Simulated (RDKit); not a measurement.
A run for RDKit: UFF on C2H8OTe (a complex).

```python
from rdkit import Chem
from rdkit.Chem import AllChem, rdDetermineBonds

blocks = [
'''9

C     0.22529050   -1.31212054    0.07419019
Te    0.16601861    0.84194480    0.09775563
C     0.17101836    1.03980969   -2.05468361
H     1.13179005   -1.64569210   -0.42379263
H     0.22860427   -1.61950785    1.11655451
H    -0.65659520   -1.69481641   -0.43258099
H     1.07943997    0.60091944   -2.45896897
H     0.14297253    2.10269378   -2.28492568
H    -0.70800100    0.55187579   -2.46765398
''',
'''3

O     0.17398375   -0.05301144    3.30143988
H    -0.60764281    0.51050591    3.30336962
H     0.92314571    0.55290836    3.31204364
''',
]
mol = None
for b in blocks:
    f = Chem.MolFromXYZBlock(b)
    rdDetermineBonds.DetermineBonds(f, charge=0)
    mol = f if mol is None else Chem.CombineMols(mol, f)
Chem.SanitizeMol(mol)
print(Chem.MolToSmiles(Chem.RemoveHs(mol)))
ff = AllChem.UFFGetMoleculeForceField(mol, vdwThresh=100.0, ignoreInterfragInteractions=False)
e = ff.CalcEnergy()
print(f'UFF energy {e:.6f} kcal/mol')
```

Program output:

```
C[Te]C.O
UFF energy 2.033332 kcal/mol
```

The run finished.

Cost: about 0.010 core-seconds (a rough figure).
